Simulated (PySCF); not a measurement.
BrGeH3Se, SMILES [GeH3][Se]Br.

The structure is a stationary point at ωB97X-D3(BJ)/def2-SVP. This is a generated structure with no PubChem entry under its InChIKey; it may be hypothetical.

The numbers are results of ωB97X-D3(BJ)/def2-SVP run with PySCF, not measurements.

Frequencies are harmonic and unscaled.

| mode | ν (cm⁻¹) | IR (km/mol) | Raman (Å⁴/amu) | depolarisation | moving atoms (share of kinetic energy) |
|---|---|---|---|---|---|
| 1 | 87 | 0.5 | 1.8 | 0.56 | Br 40 %, Ge 38 %, Se 18 % |
| 2 | 132 | 0.0 | 0.1 | 0.75 | H 97 % |
| 3 | 301 | 12.6 | 9.7 | 0.12 | Se 47 %, Ge 44 % |
| 4 | 321 | 2.5 | 9.3 | 0.48 | Se 51 %, Br 43 % |
| 5 | 549 | 11.7 | 8.4 | 0.72 | H 93 % |
| 6 | 562 | 11.0 | 11.1 | 0.75 | H 96 % |
| 7 | 834 | 264.7 | 17.9 | 0.45 | H 97 % |
| 8 | 882 | 42.4 | 27.6 | 0.75 | H 99 % |
| 9 | 900 | 36.8 | 20.9 | 0.75 | H 99 % |
| 10 | 2198 | 102.8 | 254.3 | 0.15 | H 99 % |
| 11 | 2216 | 94.5 | 97.2 | 0.63 | H 98 % |
| 12 | 2216 | 66.4 | 166.0 | 0.21 | H 99 % |
